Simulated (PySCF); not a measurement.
Cartesian coordinates (Å):
```xyz
9

Ti    -0.0452     0.1015    -0.0053
F     -0.5870    -1.5491     0.2836
F     -1.0002     1.2405     0.9393
N     -0.1275     0.5148    -1.8194
H     -0.3555     1.4357    -2.1933
H     -0.1217    -0.1743    -2.5710
N      1.7485     0.2490     0.5008
H      2.0657     0.0741     1.4544
H      2.5373     0.5030    -0.0889
```
Charge 0, multiplicity 1.

Problem. What total energy, LUMO, charge on the central atom (meta-Löwdin), HOMO, charge on the central atom (Mulliken), HOMO–LUMO gap and dipole moment does PySCF with TPSSh-D3(BJ)/def2-TZVP // r2SCAN-D4/def2-SVP give?

Solution. 
```yaml
total_energy: -1161.4494 Ha
LUMO: -2.14 eV
charge on the central atom (meta-Löwdin): 1.42 e
HOMO: -6.93 eV
charge on the central atom (Mulliken): 1.55 e
HOMO–LUMO gap: 4.79 eV
dipole_moment: 2.97 D
```
